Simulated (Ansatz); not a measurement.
`FCBI` and `FCBCl` differ in one atom or group.

Ansatz, PBE0-D4/def2-TZVP geometries, multiplicity 1. Each molecule was computed in one conformer, which needn't be the lowest.

Elements past krypton have def2 core potentials.

| property | `FCBI` |
| --- | --- |
| HOMO–LUMO gap (PBE/def2-TZVPP) / eV | 3.63 |
| HOMO energy (PBE/def2-TZVPP) / eV | -6.42 |
| HOMO–LUMO gap (B3LYP/def2-TZVPP) / eV | 5.25 |
| HOMO energy (B3LYP/def2-TZVPP) / eV | -7.33 |
| LUMO energy (PBE0/def2-TZVPP) / eV | -1.90 |
| size of the dipole moment (PBE/def2-TZVPP) / D | 1.58 |

Problem. Give the same properties after the change, and the shifts. (Estimate.)

Solution. Computed: 
| property | `FCBCl` | shift |
| --- | --- | --- |
| HOMO–LUMO gap (PBE/def2-TZVPP) / eV | 4.67 | 1.04 |
| HOMO energy (PBE/def2-TZVPP) / eV | -7.17 | -0.75 |
| HOMO–LUMO gap (B3LYP/def2-TZVPP) / eV | 6.68 | 1.43 |
| HOMO energy (B3LYP/def2-TZVPP) / eV | -8.41 | -1.08 |
| LUMO energy (PBE0/def2-TZVPP) / eV | -1.52 | 0.38 |
| size of the dipole moment (PBE/def2-TZVPP) / D | 1.77 | 0.19 |

With PBE0 the HOMO falls by 1.06 eV and the LUMO rises by 0.38 eV, so the gap widens by about 1.44 eV. PBE moves the HOMO by -0.75 eV and ωB97M-V by -1.22 eV. Dipoles are sizes alone; their direction can turn.

B3LYP here is the variant with VWN-RPA as its local correlation; programs differ in this.

Spin–orbit coupling is left out; it splits and shifts lone-pair levels of the heavy atoms by tenths of an eV.
